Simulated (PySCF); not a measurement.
I3In, charge -1, multiplicity 2. Atoms are numbered in the order given.

```xyz
4

In     0.0000     0.0000    -0.6660
I      2.3889     1.3793     0.2052
I     -2.3889     1.3793     0.2052
I      0.0000    -2.7585     0.2052
```
Charge -1, spin multiplicity 2.

Geometry: PBE-D3(BJ)/def2-SVPD. The def2 effective core potentials stand for the cores of I, In; spin–orbit coupling is left out.

Calculation: M06-2X/def2-SVPD (PySCF).

Mulliken values depend strongly on the basis, most of all with diffuse functions as here. ESP charges are fitted to the potential on shells at 1.4 to 2.0 van der Waals radii. Atomic charges (e):

```
atom  Mulliken  ESP fit  Mulliken spin
----  --------  -------  -------------
In1       0.78        ?           0.60
I2       -0.59        ?           0.13
I3       -0.59        ?           0.13
I4       -0.59        ?           0.13
```

Task: Complete the blanks. (The exact figures need the calculation; the answer reports its results.)

Result: 
- In1, ESP fit: 0.25
- I2, ESP fit: -0.42
- I3, ESP fit: -0.42
- I4, ESP fit: -0.42
